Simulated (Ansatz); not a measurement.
All numbers were calculated with Ansatz.

C₇H₇O₃S− (`Cc1ccc(S(=O)(=O)[O-])cc1`). The species carries charge -1 and has multiplicity 1. The structure was optimised at the PBE0-D4/def2-TZVPD level. It is one conformer, not always the lowest.

```xyz
18

C     0.073   -2.954   -0.264
C     0.026   -1.458   -0.154
C    -1.085   -0.814    0.383
C    -1.119    0.566    0.514
C    -0.037    1.335    0.110
S    -0.056    3.116    0.327
O     0.779    3.621   -0.752
O    -1.462    3.478    0.224
O     0.510    3.304    1.655
C     1.071    0.706   -0.439
C     1.100   -0.675   -0.567
H     0.487   -3.407    0.644
H    -0.925   -3.374   -0.410
H     0.701   -3.272   -1.100
H    -1.942   -1.405    0.697
H    -1.991    1.070    0.915
H     1.898    1.318   -0.778
H     1.971   -1.155   -1.006
```

Q: Give the Mulliken charges with PBE, r2SCAN, ωB97M-V in def2-TZVPPD. (Estimate.)

A: The calculation gave: 
```csv
atom,PBE,r2SCAN,ωB97M-V
C1,-0.45,-0.42,-1.09
C2,0.41,0.59,0.70
C3,-0.11,0.00,-0.29
C4,-0.13,-0.14,-0.24
C5,0.23,0.18,0.08
S6,1.04,1.22,1.23
O7,-0.66,-0.72,-0.71
O8,-0.66,-0.72,-0.71
O9,-0.64,-0.69,-0.68
C10,-0.13,-0.13,-0.23
C11,-0.10,0.01,-0.29
H12,0.08,0.04,0.23
H13,0.08,0.01,0.30
H14,0.08,0.01,0.30
H15,-0.04,-0.12,0.06
H16,0.02,-0.01,0.14
H17,0.02,-0.01,0.14
H18,-0.04,-0.12,0.06
```
